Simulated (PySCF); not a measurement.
AlCl₂, doublet, geometry from GFN2-xTB (such geometries of metal compounds can be far from the true shape) (the spin is typed, not shown lowest); MP2/def2-SVP (PySCF).

PySCF was given this input:
```python
from pyscf import gto, scf, mp

mol = gto.M(
    atom='''
Al    0.427907   -0.015748    0.469964
Cl    1.190069    0.331443   -1.401327
Cl   -1.517292   -0.319400    1.041943
''',
    basis='def2-svp',
    charge=0,
    spin=1,
    verbose=4,
)

mf = scf.UHF(mol)
mf.kernel()

pt = mp.MP2(mf)
pt.kernel()
print('E(MP2) = %.10f' % pt.e_tot)
```

Predict the main parts of the log of this PySCF run.


```
PySCF version 2.14.0

[INPUT] verbose = 4
[INPUT] num. atoms = 3
[INPUT] num. electrons = 47
[INPUT] charge = 0
[INPUT] spin (= nelec alpha-beta = 2S) = 1
[INPUT] symmetry False subgroup None
[INPUT] Mole.unit = angstrom
[INPUT] Symbol           X                Y                Z      unit          X                Y                Z       unit  Magmom
[INPUT]  1 Al     0.427907000000  -0.015748000000   0.469964000000 AA    0.808627036784  -0.029759407010   0.888103248405 Bohr   0.0
[INPUT]  2 Cl     1.190069000000   0.331443000000  -1.401327000000 AA    2.248904479335   0.626336495904  -2.648124240958 Bohr   0.0
[INPUT]  3 Cl    -1.517292000000  -0.319400000000   1.041943000000 AA   -2.867266330994  -0.603578524186   1.968986907408 Bohr   0.0

nuclear repulsion = 155.37012026143
number of shells = 24
number of NR pGTOs = 108
number of NR cGTOs = 54
basis = def2-svp
ecp = {}

******** <class 'pyscf.scf.uhf.UHF'> ********
method = UHF
initial guess = minao
damping factor = 0
level_shift factor = 0
DIIS = <class 'pyscf.scf.diis.CDIIS'>
diis_start_cycle = 1
diis_space = 8
diis_damp = 0
SCF conv_tol = 1e-09
SCF conv_tol_grad = None
SCF max_cycles = 50
direct_scf = True
direct_scf_tol = 1e-13
number electrons alpha = 24  beta = 23
Set gradient conv threshold to 3.16228e-05
init E= -1160.79814016427

cycle= 1 E= -1160.61264943372  delta_E= 0.185  |g|= 0.231  |ddm|= 1.41
cycle= 2 E= -1160.65546877146  delta_E= -0.0428  |g|= 0.096  |ddm|=  0.5
cycle= 3 E= -1160.66298615933  delta_E= -0.00752  |g|= 0.0268  |ddm|= 0.166
cycle= 4 E= -1160.66482595683  delta_E= -0.00184  |g|= 0.00847  |ddm|= 0.118
cycle= 5 E= -1160.66504144464  delta_E= -0.000215  |g|= 0.00294  |ddm|= 0.0416
cycle= 6 E= -1160.66506351124  delta_E= -2.21e-05  |g|= 0.000769  |ddm|= 0.0132
cycle= 7 E= -1160.66506457434  delta_E= -1.06e-06  |g|= 0.000253  |ddm|= 0.00254
cycle= 8 E= -1160.66506469313  delta_E= -1.19e-07  |g|= 6.76e-05  |ddm|= 0.000861
cycle= 9 E= -1160.66506470325  delta_E= -1.01e-08  |g|= 1.45e-05  |ddm|= 0.00029
cycle= 10 E= -1160.66506470371  delta_E= -4.59e-10  |g|= 4.17e-06  |ddm|= 5.24e-05
Extra cycle  E= -1160.66506470373  delta_E= -2.66e-11  |g|= 2.29e-06  |ddm|= 7.79e-06
converged SCF energy = -1160.66506470373  <S^2> = 0.75295203  2S+1 = 2.0029499

******** <class 'pyscf.mp.ump2.UMP2'> ********
nocc = (np.int64(24), np.int64(23)), nmo = (54, 54)
E(UMP2) = -1160.99411812768  E_corr = -0.32905342394988
E(SCS-UMP2) = -1160.98122050636  E_corr = -0.316155802627753
E_corr(same-spin) = -0.0908172762831965
E_corr(oppo-spin) = -0.238236147666684
E(MP2) = -1160.9941181277
```
